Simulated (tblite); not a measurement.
Compound: C5H11B.
Numbering: `[BH2:1][CH2:2][C@H:3]([CH3:4])[CH:5]=[CH2:6]` (hydrogens: H7, H8 on B1; H9, H10 on C2; H11 on C3; H12, H13, H14 on C4; H15 on C5; H16, H17 on C6)

Computed with GFN2-xTB (tblite), gas phase: L-BFGS steps from a force-field or distance-geometry start until the largest atomic force falls under 0.01 eV/Å.

Step 47: E = -476.1855 eV
```
atom  x, y, z in Å  |  force x, y, z in eV/Å
B1      2.4080   -0.1714   -0.3712   -0.009  -0.021   0.006
C2      1.1031   -0.5626    0.4166    0.045  -0.007  -0.005
C3     -0.1702    0.0685   -0.1878    0.098  -0.022  -0.013
C4     -0.0870    1.5900   -0.0440    0.005  -0.015  -0.004
C5     -1.4074   -0.4532    0.4761    0.038   0.044  -0.040
C6     -2.3646   -1.1016   -0.1596    0.027  -0.031   0.038
H7      2.4182   -0.2593   -1.5400   -0.002   0.027   0.051
H8      3.3692    0.1907    0.1879    0.015  -0.038  -0.003
H9      1.0048   -1.6536    0.3517   -0.039   0.040  -0.016
H10     1.1475   -0.3250    1.4829   -0.040   0.016  -0.055
H11    -0.2113   -0.1773   -1.2541   -0.006  -0.012   0.017
H12    -0.9819    2.0593   -0.4456   -0.020   0.035   0.001
H13     0.7826    1.9640   -0.5818   -0.016   0.001  -0.007
H14     0.0164    1.8720    1.0018   -0.039  -0.008   0.012
H15    -1.4858   -0.2533    1.5367   -0.009  -0.003   0.017
H16    -3.2493   -1.4611    0.3330   -0.062  -0.020   0.087
H17    -2.2993   -1.3141   -1.2124    0.014   0.016  -0.084
```

Step 48: E = -476.1870 eV
```
atom  x, y, z in Å  |  force x, y, z in eV/Å
B1      2.4102   -0.1753   -0.3669    0.007  -0.005  -0.004
C2      1.1018   -0.5595    0.4173    0.075  -0.011  -0.006
C3     -0.1699    0.0716   -0.1875    0.086  -0.019  -0.004
C4     -0.0923    1.5933   -0.0475    0.010   0.001  -0.008
C5     -1.4055   -0.4505    0.4787    0.025   0.010  -0.040
C6     -2.3607   -1.1013   -0.1575   -0.004  -0.047   0.020
H7      2.4147   -0.2441   -1.5377   -0.001   0.028   0.066
H8      3.3813    0.1587    0.1936    0.001  -0.043  -0.004
H9      1.0093   -1.6508    0.3465   -0.060   0.031  -0.020
H10     1.1427   -0.3315    1.4858   -0.031   0.038  -0.057
H11    -0.2095   -0.1736   -1.2539   -0.019  -0.025   0.022
H12    -0.9901    2.0584   -0.4476   -0.030   0.027   0.004
H13     0.7715    1.9697   -0.5920    0.009   0.006  -0.005
H14     0.0141    1.8808    0.9962   -0.033  -0.013   0.019
H15    -1.4817   -0.2560    1.5412   -0.009   0.007  -0.015
H16    -3.2458   -1.4640    0.3324   -0.055  -0.016   0.102
H17    -2.2971   -1.3140   -1.2109    0.027   0.033  -0.070
```

Task: Estimate the geometry and energy of step 49. (The exact step hangs on the optimiser's Hessian estimate; all steps are aligned on step 48, rigid shifts and turns removed.)

Result: E = -476.1885 eV, largest force 0.094 eV/Å
```
atom  x, y, z in Å  |  force x, y, z in eV/Å
B1      2.4132   -0.1803   -0.3624    0.028   0.015  -0.010
C2      1.1018   -0.5568    0.4174    0.073  -0.008  -0.010
C3     -0.1681    0.0752   -0.1875    0.036  -0.010   0.003
C4     -0.0977    1.5975   -0.0509    0.009   0.014  -0.010
C5     -1.4028   -0.4477    0.4802    0.004  -0.035  -0.028
C6     -2.3569   -1.1019   -0.1547   -0.028  -0.054  -0.005
H7      2.4131   -0.2310   -1.5339    0.002   0.028   0.059
H8      3.3921    0.1276    0.1993    0.000  -0.044   0.001
H9      1.0118   -1.6476    0.3394   -0.074   0.010  -0.021
H10     1.1376   -0.3385    1.4874   -0.014   0.059  -0.040
H11    -0.2076   -0.1692   -1.2538   -0.025  -0.038   0.016
H12    -0.9982    2.0581   -0.4515   -0.025   0.008   0.012
H13     0.7612    1.9763   -0.6005    0.031   0.013   0.002
H14     0.0085    1.8903    0.9915   -0.024  -0.021   0.015
H15    -1.4771   -0.2591    1.5450   -0.004   0.016  -0.052
H16    -3.2422   -1.4678    0.3352   -0.018  -0.001   0.092
H17    -2.2958   -1.3131   -1.2100    0.029   0.046  -0.025
```

The energy changes by -0.0015 eV. The first-order estimate −F·Δx gives -0.0021 eV and the mean of the old and new forces, exact on a quadratic surface, -0.0015 eV. The step makes an angle of 80° with the force vector and moves no atom by more than 0.033 Å.

The cost below is that of the whole relaxation. The run took 0.74 s on one thread of an Arm Neoverse N1, no GPU, shared host.
